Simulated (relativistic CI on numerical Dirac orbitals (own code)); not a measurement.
# Hyperfine structure of La²¹⁺, mass number 138

Computed by Dirac-Coulomb-Breit CI, orbitals from a KLI potential per configuration, QED by a radiative potential, unscaled Slater integrals (own radial code, finite nucleus).

Configuration list (outside the closed core [Ar] 3d10): 4s2.4p6, 4s2.4p5.4d, 4s.4p6.4d, 4s2.4p5.4f, 4s.4p6.4f, 4s2.4p5.5s, 4s2.4p5.5p, 4p6.4d2, 4p5.4d3, 4p5.4d2.4f, 4p5.4d2.5s, 4p5.4d2.5p, 4p6.4f2, 4p5.4d.4f2, 4p5.4f3, 4p5.4f2.5s, 4p5.4f2.5p. Double excitations out of closed p, d and f shells are left out; levels of such configurations are missing from the list, as are those of other unlisted configurations, and high levels can miss mixing partners.

Nuclear spin I = 5, μ = 3.7084 μN, Q = 0.39 b (tables of Stone and Pyykkö). The electronic factors are computed for point nuclear moments, without core polarisation or the Bohr-Weisskopf and QED corrections.

| Level | E (cm⁻¹) | A (MHz) | B (MHz) |
| --- | --- | --- | --- |
| 4s2.4p5.4d 3P°_1 | 739483 | 5501 | 2590 |
| 4s2.4p5.4d 3F°_3 | 762145 | 9557 | -11500 |
| 4s2.4p5.4d 3F°_4 | 776677 | 6457 | -10700 |
| 4s2.4p5.4d 3D°_3 | 821852 | 5604 | 4800 |
| 4s2.4p5.4d 3D°_1 | 874460 | -3992 | 2470 |
| 4s2.4p5.4d 3F°_2 | 925981 | 25780 | 5090 |
| 4s2.4p5.4d 1P°_1 | 1092470 | -12390 | -106 |
| 4s.4p6.4d 3D_1 | 1443263 | -61650 | 807 |

Levels with J = 0, under 50 % of one LS term, or S terms without an open s electron are left out. Small factors come from cancelling terms and can be off by tens of per cent or more.

At this charge energies of transitions that change n are usually good to better than 1 %, and those within a shell (Δn = 0) to a few per cent.

Q: Give the hyperfine levels of 4s2.4p5.4d 3F°_3 relative to its centre of gravity.

A: With K = F(F + 1) − I(I + 1) − J(J + 1), E = AK/2 + B[¾K(K + 1) − I(I + 1)J(J + 1)]/[2I(2I − 1)J(2J − 1)]: F = 2: -177000, F = 3: -145900, F = 4: -105000, F = 5: -55110, F = 6: 3078, F = 7: 68630, F = 8: 140500 MHz.

LS names give the leading component of a level, which can be under half, so a name can repeat, a term be missing and a line seem to break the LS rules.
